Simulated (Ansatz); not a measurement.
The first iterations of a band of BH5N2 + BrH (10 atoms, charge 0, multiplicity 1).

These are results of Ansatz 0.2.0, RKS revPBE-D4/def2-SVP, not measurements.

```yaml
movable_images: 2
climbing_image: no
spring: 5.0 eV/Å²
optimiser: quadratic models (default)
start_path: through a guess of the saddle point
force_threshold: 0.03 eV/Å
iteration_limit: 60
end_points: relaxed
```

Image 0:

```xyz
10
Properties=species:S:1:pos:R:3
B 0.006 -0.194 -0.215
H -0.006 -0.412 0.993
N 1.268 -0.098 -0.858
H 2.145 -0.187 -0.349
H 1.393 0.082 -1.854
N -1.245 -0.065 -0.873
H -2.129 -0.114 -0.372
H -1.355 0.122 -1.870
Br -0.313 2.613 2.151
H -0.171 1.315 1.517
```

Image 3:

```xyz
10
Properties=species:S:1:pos:R:3
B -0.134 0.699 -0.752
H 0.288 -0.280 3.095
N 1.155 0.144 -0.943
H 1.321 -0.736 -1.430
H 1.995 0.597 -0.594
N -1.350 0.127 -1.203
H -1.406 -0.759 -1.703
H -2.252 0.564 -1.026
Br -0.247 2.410 0.232
H 0.223 0.296 2.594
```

| iteration | highest image above the first end (eV) | largest band force component (eV/Å) |
| --- | --- | --- |
| 1 | 3.192 | 9.583 |
| 2 | 1.447 | 1.684 |
| 3 | 1.132 | 0.825 |
| 4 | 1.174 | 1.782 |
| 5 | 1.024 | 0.493 |
| 6 | 0.920 | 0.443 |
| 7 | 0.815 | 1.859 |
| 8 | 0.689 | 0.925 |
| 9 | 0.579 | 0.556 |
| 10 | 0.467 | 0.640 |

Q: Does the band converge within its limit, and where does its top end?

A: The run converged. It ended after 31 iterations with the highest image 0.074 eV above the first end. No image climbed, so the highest image needn't sit at the top of the path. So few images can step over the top or miss a turn of the path. The orbitals stay closed-shell, which can raise the energy where a bond breaks towards radicals; this wasn't checked here.

Run time: 110 s on 2 threads of Arm Neoverse V1, with other jobs on the host, peak memory 0.15 GiB.
